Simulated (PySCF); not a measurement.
Parent: `[CH:1]1=[CH:2]\[CH2:3][CH2:4]/[CH:5]=[CH:6]\[CH2:7][CH2:8]/1` with C1–C2–C3–C4 -71°, C2–C3–C4–C5 98°, C3–C4–C5–C6 -71°, C5–C6–C7–C8 71°, C8H12.

Theory: PBE0-D3(BJ)/def2-SVP geometry optimisation, gas phase (PySCF). One conformer each, not checked by frequencies here.

```json
{"coordinate of the parent": "C1=C2", "value": "1.338 Å"}
{"coordinate of the parent": "C2–C3", "value": "1.504 Å"}
{"coordinate of the parent": "C3–C4", "value": "1.550 Å"}
{"coordinate of the parent": "C4–C5", "value": "1.504 Å"}
{"coordinate of the parent": "C5=C6", "value": "1.338 Å"}
{"coordinate of the parent": "C6–C7", "value": "1.504 Å"}
{"coordinate of the parent": "C7–C8", "value": "1.550 Å"}
{"coordinate of the parent": "C1–C8", "value": "1.504 Å"}
{"coordinate of the parent": "C2–C1–C8", "value": "126.6°"}
{"coordinate of the parent": "C1–C2–C3", "value": "126.7°"}
{"coordinate of the parent": "C2–C3–C4", "value": "114.0°"}
{"coordinate of the parent": "C3–C4–C5", "value": "114.0°"}
{"coordinate of the parent": "C4–C5–C6", "value": "126.6°"}
{"coordinate of the parent": "C5–C6–C7", "value": "126.7°"}
{"coordinate of the parent": "C6–C7–C8", "value": "114.0°"}
{"coordinate of the parent": "C1–C8–C7", "value": "114.0°"}
```

Problem. How does the shared frame change in `[CH3:1][N:2]([CH3:3])/[C:4]1=[CH:5]/[CH2:6][CH2:7]/[CH:8]=[CH:9]\[CH2:10][CH2:11]1` with C4–C5–C6–C7 -28°, C5–C6–C7–C8 -51°, C6–C7–C8–C9 84°, C8–C9–C10–C11 -26°, C10H17N? Atoms pair as C1 = C4, C2 = C5, C3 = C6, C4 = C7, C5 = C8, C6 = C9, C7 = C10, C8 = C11 (parent first).

Solution. 
```tsv
parent	relative	value in the relative	change
C1=C2	C4=C5	1.352 Å	+0.014
C2–C3	C5–C6	1.504 Å	0.000
C3–C4	C6–C7	1.538 Å	-0.012
C4–C5	C7–C8	1.501 Å	-0.003
C5=C6	C8=C9	1.338 Å	0.000
C6–C7	C9–C10	1.502 Å	-0.002
C7–C8	C10–C11	1.534 Å	-0.016
C1–C8	C4–C11	1.512 Å	+0.008
C2–C1–C8	C5–C4–C11	123.0°	-3.6
C1–C2–C3	C4–C5–C6	130.1°	+3.4
C2–C3–C4	C5–C6–C7	119.6°	+5.6
C3–C4–C5	C6–C7–C8	114.1°	+0.1
C4–C5–C6	C7–C8–C9	127.2°	+0.6
C5–C6–C7	C8–C9–C10	129.1°	+2.4
C6–C7–C8	C9–C10–C11	117.9°	+3.9
C1–C8–C7	C4–C11–C10	115.6°	+1.6
```

Of the parent's bonds, C7–C8 changes most (-0.016 Å). Bonds of the relative outside the shared frame: C1–N2 1.442, N2–C3 1.436, N2–C4 1.403 Å. Point group C2h → C1.

Problem. How does the shared frame change in `[O:1]=[CH:2]/[C:3]1=[CH:4]/[CH2:5][CH2:6]/[CH:7]=[CH:8]\[CH2:9][CH2:10]1` with O1–C2–C3–C4 178°, C3–C4–C5–C6 15°, C4–C5–C6–C7 62°, C5–C6–C7–C8 -83°, C7–C8–C9–C10 15°, C9H12O? Atoms pair as C1 = C3, C2 = C4, C3 = C5, C4 = C6, C5 = C7, C6 = C8, C7 = C9, C8 = C10 (parent first).

Solution. 
```csv
parent,relative,value in the relative,change
C1=C2,C3=C4,1.348 Å,+0.010
C2–C3,C4–C5,1.492 Å,-0.012
C3–C4,C5–C6,1.530 Å,-0.020
C4–C5,C6–C7,1.505 Å,+0.001
C5=C6,C7=C8,1.339 Å,+0.001
C6–C7,C8–C9,1.499 Å,-0.005
C7–C8,C9–C10,1.530 Å,-0.020
C1–C8,C3–C10,1.503 Å,-0.001
C2–C1–C8,C4–C3–C10,128.6°,+2.0
C1–C2–C3,C3–C4–C5,130.9°,+4.2
C2–C3–C4,C4–C5–C6,118.0°,+4.0
C3–C4–C5,C5–C6–C7,113.4°,-0.6
C4–C5–C6,C6–C7–C8,128.7°,+2.1
C5–C6–C7,C7–C8–C9,130.6°,+3.9
C6–C7–C8,C8–C9–C10,118.4°,+4.4
C1–C8–C7,C3–C10–C9,113.4°,-0.6
```

Of the parent's bonds, C3–C4 and C7–C8 change most and about equally (-0.020 Å). Bonds of the relative outside the shared frame: O1=C2 1.207, C2–C3 1.479 Å. Point group C2h → C1.

Problem. How does the shared frame change in `[SiH3:1]/[C:2]1=[CH:3]/[CH2:4][CH2:5]/[CH:6]=[CH:7]\[CH2:8][CH2:9]1` with C2–C3–C4–C5 -17°, C3–C4–C5–C6 -59°, C4–C5–C6–C7 83°, C6–C7–C8–C9 -17°, C8H14Si? Atoms pair as C1 = C2, C2 = C3, C3 = C4, C4 = C5, C5 = C6, C6 = C7, C7 = C8, C8 = C9 (parent first).

Solution. 
```tsv
parent	relative	value in the relative	change
C1=C2	C2=C3	1.347 Å	+0.009
C2–C3	C3–C4	1.501 Å	-0.003
C3–C4	C4–C5	1.531 Å	-0.019
C4–C5	C5–C6	1.504 Å	0.000
C5=C6	C6=C7	1.339 Å	+0.001
C6–C7	C7–C8	1.499 Å	-0.005
C7–C8	C8–C9	1.531 Å	-0.019
C1–C8	C2–C9	1.514 Å	+0.010
C2–C1–C8	C3–C2–C9	126.1°	-0.5
C1–C2–C3	C2–C3–C4	131.1°	+4.4
C2–C3–C4	C3–C4–C5	118.6°	+4.6
C3–C4–C5	C4–C5–C6	113.5°	-0.5
C4–C5–C6	C5–C6–C7	128.5°	+1.9
C5–C6–C7	C6–C7–C8	130.2°	+3.5
C6–C7–C8	C7–C8–C9	118.1°	+4.1
C1–C8–C7	C2–C9–C8	113.4°	-0.6
```

Of the parent's bonds, C3–C4 and C7–C8 change most and about equally (-0.019 Å). Bonds of the relative outside the shared frame: Si1–C2 1.874 Å. Point group C2h → C1.

Problem. How does the shared frame change in `[CH3:1]/[C:2]1=[CH:3]/[CH2:4][CH2:5]/[CH:6]=[CH:7]\[CH2:8][CH2:9]1` with C2–C3–C4–C5 -75°, C3–C4–C5–C6 98°, C4–C5–C6–C7 -66°, C6–C7–C8–C9 67°, C9H14? Atoms pair as C1 = C2, C2 = C3, C3 = C4, C4 = C5, C5 = C6, C6 = C7, C7 = C8, C8 = C9 (parent first).

Solution. 
```json
{"parent": "C1=C2", "relative": "C2=C3", "value in the relative": "1.341 Å", "change": "+0.003"}
{"parent": "C2–C3", "relative": "C3–C4", "value in the relative": "1.502 Å", "change": "-0.002"}
{"parent": "C3–C4", "relative": "C4–C5", "value in the relative": "1.550 Å", "change": "0.000"}
{"parent": "C4–C5", "relative": "C5–C6", "value in the relative": "1.505 Å", "change": "+0.001"}
{"parent": "C5=C6", "relative": "C6=C7", "value in the relative": "1.338 Å", "change": "0.000"}
{"parent": "C6–C7", "relative": "C7–C8", "value in the relative": "1.504 Å", "change": "0.000"}
{"parent": "C7–C8", "relative": "C8–C9", "value in the relative": "1.549 Å", "change": "-0.001"}
{"parent": "C1–C8", "relative": "C2–C9", "value in the relative": "1.509 Å", "change": "+0.005"}
{"parent": "C2–C1–C8", "relative": "C3–C2–C9", "value in the relative": "122.8°", "change": "-3.8"}
{"parent": "C1–C2–C3", "relative": "C2–C3–C4", "value in the relative": "126.4°", "change": "-0.3"}
{"parent": "C2–C3–C4", "relative": "C3–C4–C5", "value in the relative": "114.1°", "change": "+0.1"}
{"parent": "C3–C4–C5", "relative": "C4–C5–C6", "value in the relative": "114.8°", "change": "+0.8"}
{"parent": "C4–C5–C6", "relative": "C5–C6–C7", "value in the relative": "127.3°", "change": "+0.7"}
{"parent": "C5–C6–C7", "relative": "C6–C7–C8", "value in the relative": "127.1°", "change": "+0.4"}
{"parent": "C6–C7–C8", "relative": "C7–C8–C9", "value in the relative": "114.3°", "change": "+0.3"}
{"parent": "C1–C8–C7", "relative": "C2–C9–C8", "value in the relative": "113.2°", "change": "-0.8"}
```

Of the parent's bonds, C1–C8 changes most (+0.005 Å). Bonds of the relative outside the shared frame: C1–C2 1.499 Å. Point group C2h → C1.
